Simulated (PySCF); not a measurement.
Level of theory: delta-SCF UKS SCAN, pcX-2 on the ionised atom, pcseg-1 elsewhere, spin-free X2C in PySCF. Geometries: PBE0-D3(BJ)/def2-SVP; isolated species, one conformer each. Values against the vacuum level.

(1) Rank by computed C 1s binding energy, lowest first.
A. C5 in `[F:1][C:2]([F:3])([F:4])[CH2:5][CH:6]1[SiH2:7][CH2:8][SiH2:9]1`
B. C5 in `[CH3:1][CH2:2][O:3][Si@H:4]1[CH:5]=[CH:6][CH:7]=[C:8]1[F:9]`
C. C4 in `[CH3:1][SiH2:2]/[CH:3]=[C:4](\[SiH3:5])[C:6]([F:7])([F:8])[F:9]`
D. C2 in `[F:1]/[CH:2]=[CH:3]/[C@H:4]1[CH:5]=[N:6]1`
E. C3 in `[CH2:1]=[CH:2][C@H:3]([F:4])[C:5]#[N:6]`

(2) Rank by computed F 1s binding energy, lowest first.
A. Fluorine in `FC(F)(F)CC1[SiH2]C[SiH2]1`
B. Fluorine in `F/C=C/[C@H]1C=N1`
C. Fluorine in `C1=C[Si@@H](C(=C1)F)OCC`

Answers

(1) B (289.57 eV), C (290.75 eV), A (291.56 eV), D (292.63 eV), E (294.94 eV).

From the lowest up, the atoms are bonded to: C (double bond), H and Si (289.57); C (double bond), C and Si (290.75); 2 C and 2 H (291.56); F, C (double bond) and H (292.63); F, 2 C and H (294.94).

(2) C (692.82 eV), B (693.08 eV), A (693.78 eV).

From the lowest up, the atoms are bonded to: C (692.82); C (693.08); C (693.78).
